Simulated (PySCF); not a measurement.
# CdF⁻ from Hartree–Fock to correlated methods

State: ¹Σ⁺ (singlet), closed shell. Set-up: PySCF, scalar-relativistic core potentials, basis sets Cd def2-SVPD with ECP28, F def2-SVPD. De refers to Cd + F⁻ in their ground configurations, without counterpoise correction. A positive dipole points towards F; it is taken about the centre of mass and depends on that origin.

```tsv
Level	Re (Å)	ωe (cm⁻¹)	De (eV)	μ (D)
RHF	2.177	342	n/a	-2.19
RHF-MP2	2.193	332	1.27	n/a
RHF-SCS-MP2	2.201	327	1.23	n/a
RHF-CCSD	2.190	337	n/a	n/a
RHF-CCSD(T)	2.192	336	1.31	n/a
PBE	2.234	302	1.18	-3.20
PBEsol	2.194	327	1.32	-2.88
PW91	2.230	304	1.19	-3.22
BP86	2.230	304	1.15	-3.12
r²SCAN	2.186	335	1.39	-2.66
PBE0	2.197	325	1.25	-2.87
LC-ωPBE	2.182	335	1.27	-2.45
```

(1) Which functional lies closest to RHF-CCSD(T) in De, which farthest, and by how much do they differ from it?

(2) What does a quarter of exact exchange do here, going from PBE to PBE0?

(3) What does the step from GGA to meta-GGA do here, going from PBE to r²SCAN?

Correlated steps freeze 1 core orbital. Correlated levels converge slowly with the basis: in double zeta they bind strong bonds too weakly, by up to about 1 eV, and carry superposition errors of some tenths. For an ion De counts to the pair picked by the measured ionisation energies or electron affinities, which need not be the lowest pair at this level. The highest Kohn–Sham level is positive in this anion. Much of that is self-interaction error, but it also means that the finite basis helps to hold the extra electron.

The whole job (state search and all levels along the bond) took about 2.9 min on 1 thread of Arm Neoverse V1 (shared host), peak memory 0.75 GiB.

Answers

(1) Closest is PBEsol (+0.2 pm in Re, -2.7 % in ωe, +0.01 eV in De against RHF-CCSD(T) in the same basis), farthest BP86 (+3.8 pm in Re, -9.5 % in ωe, -0.16 eV in De). CCSD(T) converges more slowly with the basis than the functionals do and binds too weakly in this one, so the order can change at the basis-set limit.

(2) PBE0 less PBE: -3.7 pm in Re, +7.6 % in ωe, +0.07 eV in De. Exact exchange removes part of the self-interaction that spreads semilocal densities, and in most molecules shortens and stiffens the bond and lowers De; here De goes the other way.

(3) r²SCAN less PBE: -4.8 pm in Re, +10.9 % in ωe, +0.21 eV in De.
